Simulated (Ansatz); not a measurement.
Stretching the Sn1–S2 bond in SnS (multiplicity 1 held). Energies count from the point at 2.223 Å.


| level | energy at R = 8.891 Å (kJ/mol) | cost |
|---|---|---|
| R-HF/def2-SVP | 600.5 | - |
| U-HF/def2-SVP | 231.9 | - |
| R-MP2/def2-SVP | 742.9 | - |
| U-MP2/def2-SVP | 429.0 | - |
| R-SCS-MP2/def2-SVP | 706.9 | - |
| U-SCS-MP2/def2-SVP | 415.0 | - |
| U-CCSD/def2-SVP | 390.2 | - |
| U-CCSD(T)/def2-SVP | 417.5 | - |
| CASSCF(10,8)/def2-SVP | 413.1 | - |
| SC-NEVPT2 on CASSCF(10,8)/def2-SVP | 429.0 | - |
| FIC-NEVPT4(SD) on CASSCF(10,8)/def2-SVP | 417.8 | ×1 |
| FIC-MRCISD on CASSCF(10,8)/def2-SVP | 419.9 | - |
| FIC-MRCISD+Q on CASSCF(10,8)/def2-SVP | 418.3 | ×1 |

The rows run from 231.9 (U-HF/def2-SVP) to 742.9 kJ/mol (R-MP2/def2-SVP). In def2-SVP the value moves U-HF 231.9, U-MP2 429.0, U-CCSD 390.2, U-CCSD(T) 417.5, a shift of 185.6 from U-HF to U-CCSD(T).

Restricted levels (R-, RO-) in cc, def2 and unpolarised 6-31G sets keep to the state of the molecule at rest. U- levels take the lowest unrestricted solution at each point, which mixes spins at long bonds. Active spaces are followed from rest. Levels need not reach the same state.

Frozen-core correlation. Filled d and f shells under p-block atoms count as core.

Doubts at one or more of the structures used: a restricted determinant that unrestricted orbitals would lower (R-HF/def2-SVP, R-MP2/def2-SVP, R-SCS-MP2/def2-SVP); a spin-contaminated determinant (U-HF/def2-SVP, U-MP2/def2-SVP, U-SCS-MP2/def2-SVP, U-CCSD/def2-SVP, U-CCSD(T)/def2-SVP).

Run with Ansatz (Gaussian basis) for Hartree–Fock, density functionals and correlated methods. Each number belongs to the level named beside it. In def2 rows elements past Kr take small-core potentials, without spin–orbit coupling.

Costs are rough ratios of core time to FIC-NEVPT4(SD) on CASSCF(10,8)/def2-SVP (about 6 s over the structures, on one shared machine); a dash marks a level with no comparable run of its own.

Ansatz is a first-principles code.
